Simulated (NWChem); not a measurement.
System: ZnICl; SMILES [I][Zn][Cl]

Here is an NWChem input.

```
start job
memory heap 200 mb stack 900 mb global 1100 mb
geometry units angstroms noautoz
  Zn     0.001999     0.929735     0.000000
  Cl    -0.003406     3.033286     0.000000
  I      0.000177    -1.486211     0.000000
end
basis spherical
  Zn library def2-svp
  Cl library def2-svp
  I library def2-svp
end
ecp
  I library def2-ecp
end
dft
  xc xpbe96 cpbe96
  iterations 150
  mulliken
end
task dft energy
```

Output (shortened):

```
             Northwest Computational Chemistry Package (NWChem) 7.3.0
             --------------------------------------------------------

 CS  symmetry detected

                             Geometry "geometry" -> ""
                             -------------------------

 Output coordinates in angstroms (scale by  1.889725989 to convert to a.u.)

  No.       Tag          Charge          X              Y              Z
 ---- ---------------- ---------- -------------- -------------- --------------
    1 Zn                  30.0000     0.00000000     0.92284685     0.00000000
    2 Cl                  17.0000     0.00000000     3.02639991     0.00000000
    3 I                   53.0000     0.00000000    -1.49309819     0.00000000

 Effective nuclear repulsion energy (a.u.)     582.0594735368

      Symmetry information
      --------------------

 Group name             Cs
 Group number              2
 Group order               2
 No. of unique centers     3

 Summary of "ao basis" -> "ao basis" (spherical)
 ------------------------------------------------------------------------------
       Tag                 Description            Shells   Functions and Types
 ---------------- ------------------------------  ------  ---------------------
 Zn                         def2-svp                11       31   5s3p2d1f
 Cl                         def2-svp                 8       18   4s3p1d
 I                          def2-svp                10       26   4s4p2d

      Symmetry analysis of basis
      --------------------------

        a'         52
        a"         23

            General Information
            -------------------
          SCF calculation type: DFT
          Wavefunction type:  closed shell.
          No. of atoms     :     3
          No. of electrons :    72
           Alpha electrons :    36
            Beta electrons :    36
          Charge           :     0
          Spin multiplicity:     1
          Use of symmetry is: on ; symmetry adaption is: on
          Maximum number of iterations: 150
          AO basis - number of functions:    75
                     number of shells:    29
          Convergence on energy requested:  1.00D-06
          Convergence on density requested:  1.00D-05
          Convergence on gradient requested:  5.00D-04

              XC Information
              --------------
          PerdewBurkeErnzerhof Exchange Functional  1.000
            Perdew 1991 LDA Correlation Functional  1.000 local
           PerdewBurkeErnz. Correlation Functional  1.000 non-local

             Grid Information
             ----------------
          Grid used for XC integration:  medium
          Radial quadrature: Mura-Knowles
          Angular quadrature: Lebedev.
          Tag              B.-S. Rad. Rad. Pts. Rad. Cut. Ang. Pts.
          ---              ---------- --------- --------- ---------
          Zn                  1.35      112           9.0       590
          Cl                  1.00       88          12.0       590
          I                   1.40      123          11.0       590
          Grid pruning is: on
          Number of quadrature shells:   323
          Spatial weights used:  Erf1

      Superposition of Atomic Density Guess
      -------------------------------------

 Sum of atomic energies:       -2584.01211900

      Non-variational initial energy
      ------------------------------

 Total energy =   -2533.934205
 1-e energy   =   -4320.312095
 2-e energy   =    1444.041775
 HOMO         =      -0.357332
 LUMO         =      -0.038509

      Symmetry analysis of molecular orbitals - initial
      -------------------------------------------------

 !! scf_movecs_sym_adapt:    2 vectors were symmetry contaminated

  Symmetry fudging
  Numbering of irreducible representations:

     1 a'          2 a"

  Orbital symmetries:

     1 a'          2 a'          3 a'          4 a'          5 a"
     6 a'          7 a'          8 a'          9 a'         10 a"
    11 a'         12 a'         13 a'         14 a"         15 a'
    16 a'         17 a'         18 a"         19 a'         20 a'
    21 a"         22 a"         23 a'         24 a'         25 a'
    26 a'         27 a"         28 a'         29 a"         30 a'
    31 a'         32 a'         33 a"         34 a'         35 a"
    36 a'         37 a'         38 a'         39 a"         40 a'
    41 a'         42 a'         43 a"         44 a'         45 a'
    46 a"

     ---------------------------------------------
      Total Density - Mulliken Population Analysis
     ---------------------------------------------

    Atom       Charge   Shell Charges
 -----------   ------   -------------------------------------------------------
    1 Zn  30    28.97   2.00  2.00  2.00  0.61  0.09  6.00  5.99  0.30  8.04  1.94  0.00
    2 Cl  17    17.59   2.00  1.99  1.23  0.72  5.94  2.20  3.50  0.01
    3 I   25    25.44   1.83  0.22  1.23  0.67  2.92  3.13  2.65  2.78  9.82  0.19

   convergence    iter        energy       DeltaE   RMS-Dens  Diis-err
 ---------------- ----- ----------------- --------- --------- ---------
 d= 0,ls=0.0,diis     1  -2536.4647454282 -2.88D+03  2.49D-02  3.84D-01

 !! scf_movecs_sym_adapt:   14 vectors were symmetry contaminated

  Symmetry fudging
 d= 0,ls=0.0,diis     2  -2536.4130138469  5.17D-02  1.56D-02  5.89D-01
 d= 0,ls=0.0,diis     3  -2536.5166887350 -1.04D-01  2.84D-03  5.94D-02
 d= 0,ls=0.0,diis     4  -2536.5228135430 -6.12D-03  6.73D-04  1.77D-02
 d= 0,ls=0.0,diis     5  -2536.5239080106 -1.09D-03  2.41D-04  2.21D-04
  Resetting Diis
 d= 0,ls=0.0,diis     6  -2536.5239225494 -1.45D-05  1.18D-04  3.33D-05

 !! scf_movecs_sym_adapt:    2 vectors were symmetry contaminated

  Symmetry fudging
 d= 0,ls=0.0,diis     7  -2536.5239283081 -5.76D-06  8.86D-05  3.91D-06
 d= 0,ls=0.0,diis     8  -2536.5239271570  1.15D-06  5.32D-05  1.03D-05

 !! scf_movecs_sym_adapt:    2 vectors were symmetry contaminated

  Symmetry fudging
 d= 0,ls=0.0,diis     9  -2536.5239290749 -1.92D-06  2.51D-06  3.17D-08
 d= 0,ls=0.0,diis    10  -2536.5239290782 -3.34D-09  5.45D-07  4.59D-09

         Total DFT energy =    -2536.523929078226
      One electron energy =    -4317.352492935112
           Coulomb energy =     1559.669042246798
    Exchange-Corr. energy =     -121.176594236372
 Nuclear repulsion energy =      342.336115846460

 Numeric. integr. density =       72.000001320404

                  Occupations of the irreducible representations
                  ----------------------------------------------

                     irrep           alpha         beta
                     --------     --------     --------
                     a'               26.0         26.0
                     a"               10.0         10.0

                       DFT Final Molecular Orbital Analysis
                       ------------------------------------

 Vector   34  Occ=2.000000D+00  E=-2.742622D-01  Symmetry=a'
              MO Center=  3.2D-08,  2.6D+00,  4.2D-17, r^2= 2.5D+00
   Bfn.  Coefficient  Atom+Function         Bfn.  Coefficient  Atom+Function
  ----- ------------  ---------------      ----- ------------  ---------------
    42      0.608757  2 Cl px                39      0.442125  2 Cl px
    36      0.260154  2 Cl px                12      0.160277  1 Zn px
    60      0.151562  3 I  px                63      0.129687  3 I  px
    15     -0.098292  1 Zn d -2              57     -0.062078  3 I  px
     9     -0.059945  1 Zn px                54     -0.050361  3 I  px

 Vector   35  Occ=2.000000D+00  E=-2.475252D-01  Symmetry=a'
              MO Center= -7.1D-08, -1.1D+00, -3.1D-15, r^2= 3.4D+00
   Bfn.  Coefficient  Atom+Function         Bfn.  Coefficient  Atom+Function
  ----- ------------  ---------------      ----- ------------  ---------------
    60      0.572700  3 I  px                63      0.526907  3 I  px
    57     -0.234493  3 I  px                42     -0.192413  2 Cl px
    54     -0.189732  3 I  px                39     -0.134984  2 Cl px
    15      0.122049  1 Zn d -2              36     -0.079169  2 Cl px
    12      0.070841  1 Zn px                 9     -0.028425  1 Zn px

 Vector   36  Occ=2.000000D+00  E=-2.475252D-01  Symmetry=a"
              MO Center=  3.5D-08, -1.1D+00, -3.4D-16, r^2= 3.4D+00
   Bfn.  Coefficient  Atom+Function         Bfn.  Coefficient  Atom+Function
  ----- ------------  ---------------      ----- ------------  ---------------
    62      0.572700  3 I  pz                65      0.526907  3 I  pz
    59     -0.234493  3 I  pz                44     -0.192413  2 Cl pz
    56     -0.189732  3 I  pz                41     -0.134984  2 Cl pz
    16      0.122049  1 Zn d -1              38     -0.079169  2 Cl pz
    14      0.070841  1 Zn pz                11     -0.028425  1 Zn pz

 Vector   37  Occ=0.000000D+00  E=-9.077629D-02  Symmetry=a'
              MO Center= -1.8D-07,  5.5D-01, -9.6D-17, r^2= 5.2D+00
   Bfn.  Coefficient  Atom+Function         Bfn.  Coefficient  Atom+Function
  ----- ------------  ---------------      ----- ------------  ---------------
     4      0.811055  1 Zn s                  5      0.508705  1 Zn s
    64     -0.501425  3 I  py                43      0.381459  2 Cl py
    61     -0.338989  3 I  py                 3     -0.315282  1 Zn s
    52     -0.258655  3 I  s                 35     -0.231022  2 Cl s
    40      0.220543  2 Cl py                53     -0.218194  3 I  s

[...]
```

Level: PBE/def2-SVP with def2 effective core potentials on I. Geometry: optimised at PBE0/def2-SVP. def2 effective core potentials on I; no spin-orbit coupling.
